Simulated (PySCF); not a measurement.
[GaCl4]- (charge -1).
Bonds: Ga1–Cl2, Ga1–Cl3, Ga1–Cl4, Ga1–Cl5.

Method: PBE0-D3(BJ)/def2-SVP geometry optimisation, gas phase in PySCF 2.14.0.

(1) How far are the bound atoms from Ga1?

(2) List the angles at Ga1.

(3) What is the shape at Ga1?

(4) What are the rotational constants (commonest isotopes, rigid rotor)?

## Answers

(1) 4 atoms: Cl3 2.203 Å, Cl5 2.206 Å, Cl2 2.207 Å, Cl4 2.207 Å.

(2) 
```
      angle  degrees  distance of the outer atoms (Å)
Cl2–Ga1–Cl5    109.9                             3.61
Cl2–Ga1–Cl4    109.8                             3.61
Cl4–Ga1–Cl5    109.5                             3.60
Cl2–Ga1–Cl3    109.3                             3.60
Cl3–Ga1–Cl4    109.3                             3.60
Cl3–Ga1–Cl5    109.0                             3.59
```

(3) Tetrahedral: angles from 109.0° to 109.9°; τ4 = (360° − α − β)/141° = 0.99 with α and β the two widest (0 for a square, 1 for a tetrahedron). Differences among atoms that Td makes equivalent are scatter left by the optimiser.

(4) A = 1118, B = 1115, C = 1109 MHz: a spherical top.

Point group: Td (tolerance 0.08 Å). Charge -1, singlet. The geometry's basis has no diffuse functions, a weakness for an anion. Stationary, but not proved a minimum.
